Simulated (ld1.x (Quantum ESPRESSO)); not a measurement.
selenium (Se), TM: configuration errors across variants

* Element: Se
* Generator: ld1.x (Quantum ESPRESSO) 7.5
* Type: norm-conserving Troullier–Martins (Kleinman–Bylander form)
* Functional: PBE
* Relativity: scalar-relativistic
* Frozen core: [Ar] 3d10
* Valence charge: 6
* Reference configuration: 4s2 4p4
* Partial waves: 4s (bound): rc 1.15 bohr; 4p (bound): rc 1.70 bohr; 4d channel at -0.15 Ry: rc 1.75 bohr
* Local potential: all-electron potential smoothed inside 1.15 bohr (lloc = -1)
* Core correction: none

All-electron excitation energies from the reference (eV): (1) 4s2 4p3 10.845; (2) 4s2 4p2 31.193; (3) 4s2 4p1 62.061; (4) 4s1 4p4 22.382; (5) 4s0 4p6 21.964; (6) 4s2 4p3.5 4.310; (7) 4s2 4p0 104.245.

4 further variants failed, have other tests or another functional or relativity, and are left out.

A true bound ghost makes a file unfit for plane-wave use even where its test errors are small: the radial tests pick states by their node count and pass the ghost by.

Errors AE − PS in meV (a dash: test not solved or not reliable):

```tsv
change	(1)	(2)	(3)	(4)	(5)	(6)	(7)	bound ghosts
base	-4.1	-26	-86	+15	+89	-1.0	-194	s
wave 4p (bound): rc 1.70 bohr becomes 4p (bound): rc 2.12 bohr	-4.1	-27	-96	+21	+103	-1.0	-229	s
all radii scaled by about 0.73 (s 0.84, p 1.24, d 1.28 bohr); local potential all-electron potential smoothed inside 0.84 bohr (lloc = -1)	+33	+177	+427	+496	+1280	+6.4	-91	not determined
wave 4d channel at -0.15 Ry: rc 1.75 bohr becomes 4d channel at 2.39 Ry: rc 1.75 bohr	-4.1	-26	-86	+15	+89	-1.0	-194	s
local potential all-electron potential smoothed inside 1.40 bohr (lloc = -1)	+0.4	+8.6	+46	+14	+88	-0.3	+193	none
core correction a·sin(br)/r model core inside 1.38 bohr	-3.0	-23	-102	-14	-31	-0.8	-320	s
wave 4d channel at -0.15 Ry: rc 1.75 bohr becomes 4d channel at -0.15 Ry: rc 1.50 bohr	-4.1	-26	-86	+15	+89	-1.0	-194	d, s
```

(1) Give the same row for: local potential all-electron potential smoothed inside 1.94 bohr (lloc = -1).

Answers

(1) -2.0, -7.5, -11, +11, +87, -0.7, +30; bound ghosts: none.
